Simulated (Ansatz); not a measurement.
Ideal-gas functions of `[Cl][Hf]([Cl])([Cl])[I]` at 500 K and 1 bar, from an Ansatz frequency run at PBE0-D4/def2-TZVP.

Molar mass 411.75 g/mol, point group C3v (symmetry number 3), electronic degeneracy 1, moments of inertia 505.62, 1071.026, 1071.086 u Å². Harmonic wavenumbers (cm⁻¹, unscaled): 73, 73, 93, 100, 100, 209, 387, 395, 395.

Use S(trans) = R[1.5 ln M + 2.5 ln T − 1.1517]; rotational temperatures θ = 24.2544 K / I; S(rot) = R[ln(√π/σ · √(T³/θAθBθC)) + 1.5]; for each mode x = 1.438777 ν̃/T, S = R[x/(eˣ − 1) − ln(1 − e⁻ˣ)] and H = RT x/(eˣ − 1); 1 cm⁻¹ = 0.0119627 kJ/mol; R = 8.31446 J/(mol·K).

Task: By hand: the entropy, in J/(mol·K).

Result: Translation 194.7. Rotation: θ = 0.048, 0.0226, 0.0226 K, giving 129.7. Vibration, mode by mode: 21.30, 21.30, 19.30, 18.70, 18.70, 12.67, 7.84, 7.68, 7.68, in all 135.2. Electronic 0.0. Sum 459.6 J/(mol·K).

Task: By hand: H − E and G − E in kJ/mol, counted from the electronic energy.

Result: Zero-point energy ½ × 1825 × 0.0119627 = 10.9; thermal vibration 28.0; translation, rotation and pV give 4 RT = 16.6. H − E = 55.5 kJ/mol, and G − E = 55.5 − 500 × 459.6/1000 = -174.3 kJ/mol.

Vibration gives 29 % of the entropy, 99.3 J/(mol·K) of it from the modes under 150 cm⁻¹: soft modes count most, and the harmonic formula is weakest for them.
